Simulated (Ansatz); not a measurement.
The same path of CH$_{4}$NSb (7 atoms, charge 0, multiplicity 1) was run twice with different band settings. The coordinate that changes most is the angle C1–N2–Sb3.

Theory: Ansatz 0.2.0, RKS PBE0-D4/def2-SVP.

Relaxed end points:

```xyz
7
Properties=species:S:1:pos:R:3
C -0.999 -0.434 -0.687
N -0.134 -0.988 0.045
Sb 0.959 0.124 1.435
H -1.591 -1.057 -1.386
H -1.235 0.652 -0.714
H 0.652 1.675 0.730
H 2.408 -0.040 0.530
```

```xyz
7
Properties=species:S:1:pos:R:3
C -1.058 -0.335 -0.649
N -0.833 0.175 0.482
Sb 1.042 -0.014 1.383
H -0.321 -0.870 -1.285
H -2.074 -0.252 -1.084
H 1.393 1.651 1.164
H 1.912 -0.423 -0.057
```

Common settings: spring 5.0 eV/Å²; optimiser quadratic models (default); start path IDPP; force threshold 0.03 eV/Å; end points relaxed.

| run | movable images | climbing image | iteration limit |
| --- | --- | --- | --- |
| 1 | 7 | yes | 39 |
| 2 | 4 | no | 60 |

Q: What does each run give, and how far can it be trusted?

A: Run 1: converged after 12 iterations, highest image 0.544 eV above the first end. A vibrational analysis at the climbing image gives one clearly imaginary mode, 292i cm⁻¹: a first-order saddle point.
Run 2: converged after 14 iterations, highest image 0.410 eV above the first end. The dihedral H5–C1–N2–Sb3 jumps by 156° between images 2 and 3, so the path isn't resolved there. No image climbed, so the highest image needn't sit at the top of the path.
